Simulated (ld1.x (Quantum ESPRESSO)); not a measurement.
# What one change does to a pseudopotential (lead (Pb), TM semilocal)

| Quantity | Value |
| --- | --- |
| Element | lead |
| Generator | ld1.x (Quantum ESPRESSO) 7.5 |
| Type | norm-conserving Troullier–Martins (semilocal form) |
| Functional | BP86 |
| Relativity | scalar-relativistic |
| Frozen core | [Xe] 4f14 5d10 |
| Valence charge | 4 |
| Reference configuration | 6s1.75 6p2.25 |
| Partial waves | 6p (bound): rc 2.50 bohr; 6s (bound): rc 2.05 bohr |
| Local potential | the s channel |
| Core correction | Bessel-smoothed model core, default radius (core density twice the valence density) |

Change: wave 6p (bound): rc 2.50 bohr becomes 6p (bound): rc 3.54 bohr.

Cutoffs: the cutoffs (Ry, on a coarse ladder) from which the occupation-weighted sum of valence levels, in a spherical-Bessel basis at the reference potential, stays within 10 and 1 mRy of its value at 400 Ry; they do not see the model core or the augmentation charge, which bear on the density cutoff. Errors are all-electron minus pseudo energies relative to the spin-unpolarised reference configuration.

Task: How do hardness, ghosts and transferability respond?

Result: The potential gets softer (21 Ry and 35 Ry → 21 Ry and 30 Ry); of the 7 tests that both files solve, the error grows in 2 and shrinks in 4 by more than 15 % and 0.3 meV (median size 22.1 → 10.6 meV); neither file shows a bound ghost. A larger radius leaves more room for a smooth pseudo-wave, so fewer plane waves are needed. A semilocal file is local in each channel, so a ghost entry of none says nothing of the separable form that plane-wave codes build from it.

| quantity | base | changed |
| --- | --- | --- |
| cutoff, loose | 21 Ry | 21 Ry |
| cutoff, tight | 35 Ry | 30 Ry |
| loose cutoff by channel (10 mRy a level) | p 8 Ry, s 18 Ry | p 6 Ry, s 18 Ry |
| bound ghosts | none | none |
| error for 6s2 6p2, meV [ΔE -2.15 eV] | -1.7 | -0.4 |
| error for 6s2 6p1, meV [ΔE 4.59 eV] | -10 | -11 |
| error for 6s2 6p0, meV [ΔE 18.18 eV] | -96 | -130 |
| error for 6s2 6p2.3, meV [ΔE -2.99 eV] | -2.6 | -1.0 |
| error for 6s1 6p0, meV [ΔE 50.77 eV] | -548 | -661 |
| error for 6s0 6p4, meV [ΔE 15.72 eV] | -114 | -38 |
| error for 6s1 6p3, meV [ΔE 6.60 eV] | -22 | -9.3 |
